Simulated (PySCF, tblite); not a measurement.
Species: C₇H₁₇OP.
Structure used (GFN2-xTB), in Å, numbered top down from 1:
```xyz
26
C7H17OP angstrom
C      3.2516    0.8381   -0.4541
C      2.8381   -0.5971   -0.1657
C      1.4964   -0.6731    0.5548
P      0.1832    0.0560   -0.5027
O      0.2354   -0.3799   -1.8997
C     -1.4397   -0.2648    0.3271
C     -1.5803   -1.7664    0.5553
C     -2.5471    0.2479   -0.5920
C     -2.4396    1.7413   -0.8632
H      4.2430    0.8657   -0.9005
H      2.5499    1.2886   -1.1553
H      3.2672    1.4310    0.4590
H      3.6034   -1.0930    0.4375
H      2.7497   -1.1360   -1.1115
H      1.5288   -0.1542    1.5142
H      1.2396   -1.7214    0.7303
H      0.3665    1.4257   -0.3096
H     -1.4696    0.2710    1.2806
H     -1.2975   -2.3010   -0.3518
H     -0.9493   -2.1051    1.3748
H     -2.6117   -2.0220    0.7949
H     -3.5173    0.0226   -0.1401
H     -2.4830   -0.2924   -1.5396
H     -1.5428    1.9502   -1.4449
H     -3.2996    2.0868   -1.4326
H     -2.3962    2.3041    0.0682
```

Theory: PBE0/pcSseg-1 in PySCF (dipole) on a GFN2-xTB geometry, gas phase.

Masses are those of the commonest isotopes; rigid-rotor values at the optimised geometry. The values belong to one conformer with, in the numbering `[CH3:1][CH2:2][CH2:3][P@@H:4](=[O:5])[C@H:6]([CH3:7])[CH2:8][CH3:9]`, C1–C2–C3–P4 62°, C2–C3–P4–O5 45°, C3–P4–C6–C7 -56°, P4–C6–C8–C9 -61°.

Give the principal moments of inertia and the rotational constants in MHz.

Ia = 220.77, Ib = 627.91, Ic = 727.85 u·Å²; 505379 MHz·u·Å²/I gives A = 2289, B = 804.9, C = 694.3 MHz.

What kind of rotor is it?

An asymmetric top. Ray's parameter κ = (2B − A − C)/(A − C) = -0.861; −1 is the prolate and +1 the oblate limit.

What does the inertial defect say?

Not planar: Δ = Ic − Ia − Ib = -120.83 u·Å². For a rigid frame Δ = −2 Σ m c², so Σ m c² = 60.42 u·Å² lies off the ab plane: 14.86 from hydrogen and 45.56 from heavier atoms. The atom farthest from that plane is 1.59 Å away.

Give the other two planar moments, Paa and Pbb, and the rms extents of the mass along the axes.

Paa = Σ m a² = (Ib + Ic − Ia)/2 = 567.49 and Pbb = Σ m b² = (Ia + Ic − Ib)/2 = 160.36 u·Å². With the mass M = 148.10 u, the rms extents √(P/M) along a, b and c are 1.96, 1.04, 0.64 Å.

Where do the levels up to J = 4 lie, in cm⁻¹?

Above 0(0,0):
J = 1: 1(0,1) 0.0500, 1(1,1) 0.0995, 1(1,0) 0.1032
J = 2: 2(0,2) 0.1498, 2(1,2) 0.1958, 2(1,1) 0.2069, 2(2,1) 0.3554, 2(2,0) 0.3556
J = 3: 3(0,3) 0.2991, 3(1,3) 0.3402, 3(1,2) 0.3623, 3(2,2) 0.5055, 3(2,1) 0.5064, 3(3,1) 0.7623, 3(3,0) 0.7624
J = 4: 4(0,4) 0.4971, 4(1,4) 0.5325, 4(1,3) 0.5693, 4(2,3) 0.7053, 4(2,2) 0.7083, 4(3,2) 0.9628, 4(3,1) 0.9628, 4(4,1) 1.3219, 4(4,0) 1.3219
Those of J = 1 are B + C, A + C and A + B.

Which lines would a microwave search look for?

The dipole components are |μa| = 0.22 D, |μb| = 1.40 D, |μc| = 3.24 D. The squared components, which scale the intensities, stand as 0.00 : 0.19 : 1.00 (a : b : c). Some lines, for components of 0.1 D or more:

```json
{"type": "a", "branch": "Q", "J(Ka,Kc)": "2(1,1) ← 2(1,2)", "MHz": "332", "lower level (cm⁻¹)": "0.196"}
{"type": "c", "branch": "Q", "J(Ka,Kc)": "2(1,2) ← 2(0,2)", "MHz": "1380", "lower level (cm⁻¹)": "0.150"}
{"type": "c", "branch": "Q", "J(Ka,Kc)": "1(1,1) ← 1(0,1)", "MHz": "1484", "lower level (cm⁻¹)": "0.050"}
{"type": "a", "branch": "R", "J(Ka,Kc)": "1(0,1) ← 0(0,0)", "MHz": "1499", "lower level (cm⁻¹)": "0.000"}
{"type": "b", "branch": "R", "J(Ka,Kc)": "2(0,2) ← 1(1,1)", "MHz": "1508", "lower level (cm⁻¹)": "0.100"}
{"type": "b", "branch": "Q", "J(Ka,Kc)": "1(1,0) ← 1(0,1)", "MHz": "1595", "lower level (cm⁻¹)": "0.050"}
{"type": "b", "branch": "Q", "J(Ka,Kc)": "2(1,1) ← 2(0,2)", "MHz": "1711", "lower level (cm⁻¹)": "0.150"}
{"type": "a", "branch": "R", "J(Ka,Kc)": "2(1,2) ← 1(1,1)", "MHz": "2888", "lower level (cm⁻¹)": "0.100"}
{"type": "b", "branch": "R", "J(Ka,Kc)": "1(1,1) ← 0(0,0)", "MHz": "2983", "lower level (cm⁻¹)": "0.000"}
{"type": "a", "branch": "R", "J(Ka,Kc)": "2(0,2) ← 1(0,1)", "MHz": "2992", "lower level (cm⁻¹)": "0.050"}
{"type": "c", "branch": "R", "J(Ka,Kc)": "1(1,0) ← 0(0,0)", "MHz": "3094", "lower level (cm⁻¹)": "0.000"}
{"type": "a", "branch": "R", "J(Ka,Kc)": "2(1,1) ← 1(1,0)", "MHz": "3109", "lower level (cm⁻¹)": "0.103"}
{"type": "b", "branch": "R", "J(Ka,Kc)": "2(1,2) ← 1(0,1)", "MHz": "4372", "lower level (cm⁻¹)": "0.050"}
{"type": "c", "branch": "Q", "J(Ka,Kc)": "2(2,1) ← 2(1,1)", "MHz": "4453", "lower level (cm⁻¹)": "0.207"}
{"type": "b", "branch": "Q", "J(Ka,Kc)": "2(2,0) ← 2(1,1)", "MHz": "4459", "lower level (cm⁻¹)": "0.207"}
{"type": "c", "branch": "R", "J(Ka,Kc)": "2(1,1) ← 1(0,1)", "MHz": "4704", "lower level (cm⁻¹)": "0.050"}
{"type": "b", "branch": "Q", "J(Ka,Kc)": "2(2,1) ← 2(1,2)", "MHz": "4784", "lower level (cm⁻¹)": "0.196"}
{"type": "b", "branch": "R", "J(Ka,Kc)": "2(2,1) ← 1(1,0)", "MHz": "7562", "lower level (cm⁻¹)": "0.103"}
{"type": "c", "branch": "R", "J(Ka,Kc)": "2(2,0) ← 1(1,0)", "MHz": "7568", "lower level (cm⁻¹)": "0.103"}
{"type": "c", "branch": "R", "J(Ka,Kc)": "2(2,1) ← 1(1,1)", "MHz": "7672", "lower level (cm⁻¹)": "0.100"}
{"type": "b", "branch": "R", "J(Ka,Kc)": "2(2,0) ← 1(1,1)", "MHz": "7678", "lower level (cm⁻¹)": "0.100"}
```

Its GFN2-xTB frequencies are all real (lowest 56 cm⁻¹). Constants of a rigid frame at the computed geometry: no zero-point averaging, no centrifugal distortion. A rigid rotor knows nothing of internal rotation, which can split or shift real lines.

Hardware: an Arm Neoverse N1 with one thread, no GPU, shared host. Cost: 1.7 min wall. This is the PBE0/pcSseg-1 job that gave the dipole, with the shieldings it also computed.
